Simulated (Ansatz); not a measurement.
A run for Ansatz (a first-principles code): U-wB97X-V/def2-TZVPP on CH6InN (SMILES C[NH][InH2]), a point of a bond scan (R = 2.725 Å). Elements past Kr take the def2 small-core potentials; no spin–orbit coupling.

Ansatz 0.2 input:
```yaml
crystal:
  periodic: [false, false, false]
  atoms:
    - {symbol: In, position_ang: [-0.03752919, 0.10487719, 0.63130161]}
    - {symbol: H, position_ang: [-1.34881149, 0.75491230, 1.52746469]}
    - {symbol: H, position_ang: [1.51703095, -0.44616652, 1.11044164]}
    - {symbol: N, position_ang: [-0.36976692, -0.04668679, -1.36186146]}
    - {symbol: C, position_ang: [0.52710559, -0.54983309, -2.38579940]}
    - {symbol: H, position_ang: [-2.76597037, 0.76366397, -2.37440461]}
    - {symbol: H, position_ang: [0.76606523, 0.20772366, -3.14278509]}
    - {symbol: H, position_ang: [0.11691729, -1.42177248, -2.91066943]}
    - {symbol: H, position_ang: [1.47071274, -0.86131651, -1.93352653]}
basis:
  gaussian:
    orbitals: def2-TZVPP
hamiltonian:
  xc: {name: wB97X-V}
magnetization: {spin_polarized: true, initial_magnetization: 0}
```

The head of its log:

```
WARN ansatz: RAYON_NUM_THREADS=1 ignored (pool sized by the plan → 1); use --threads N
Functional definition: wB97X-V
integrals: 0.13 GiB planned
1141 factors; their error is unknown
integrals: 0.16 GiB planned
282 factors; integrals over basis functions are off by at most 4.1e-5 eV
mean field: 1.53 GiB planned
mean field evaluation 1: about -7776.3271 eV, gradient 4.9e1 eV
mean field evaluation 2: about -7726.2064 eV, gradient 9.5e1 eV
```

### Question
What total energy does the run end on?

### Answer
-286.3768 hartree. Its determinant has ⟨S²⟩ = 0.99, a mixture of spin states.
